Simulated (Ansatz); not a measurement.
SbMe2Br (C₂H₆BrSb). The state is a triplet with charge 0. Geometry B3LYP-D4/def2-SVP, that of the neutral singlet; atoms count from 1.

Cartesian coordinates in Å:
```
Sb 0.358 0.980 -0.842
C -1.545 -0.037 -0.493
H -1.355 -1.098 -0.277
H -2.184 0.053 -1.382
H -2.046 0.437 0.367
C 1.248 0.227 1.007
H 2.328 0.430 1.006
H 1.075 -0.855 1.080
H 0.781 0.741 1.862
Br 1.340 -0.878 -2.326
```

In the def2 sets Sb takes a core potential; there is no spin–orbit coupling. At PBE0-D4/def2-TZVP a singlet of charge 0 lies 3.53 eV below the triplet at the same geometry.

Problem. Estimate the Mulliken populations from the PBE0/def2-TZVP orbitals of Ansatz.

Solution. 
```json
{"atom": "Sb1", "charge (e)": "0.41", "spin (α − β)": "1.33"}
{"atom": "C2", "charge (e)": "-0.53", "spin (α − β)": "0.07"}
{"atom": "H3", "charge (e)": "0.16", "spin (α − β)": "0.02"}
{"atom": "H4", "charge (e)": "0.16", "spin (α − β)": "0.00"}
{"atom": "H5", "charge (e)": "0.16", "spin (α − β)": "0.00"}
{"atom": "C6", "charge (e)": "-0.53", "spin (α − β)": "0.07"}
{"atom": "H7", "charge (e)": "0.16", "spin (α − β)": "0.00"}
{"atom": "H8", "charge (e)": "0.16", "spin (α − β)": "0.02"}
{"atom": "H9", "charge (e)": "0.16", "spin (α − β)": "0.00"}
{"atom": "Br10", "charge (e)": "-0.31", "spin (α − β)": "0.48"}
```
Mulliken values and Mayer orders depend strongly on the basis.

Problem. Where does the spin sit?

Solution. Summed by element: Sb 1.33, C 0.14, H 0.05, Br 0.48, of 2 unpaired in all. Largest on single atoms: Sb1 1.33, Br10 0.48, C2 0.07.

Problem. And the Mayer bond orders between bonded heavy atoms (over 0.3)?

Solution. Sb1–C2 0.90 (2.19 Å); Sb1–C6 0.90 (2.19 Å); Sb1–Br10 0.87 (2.57 Å).
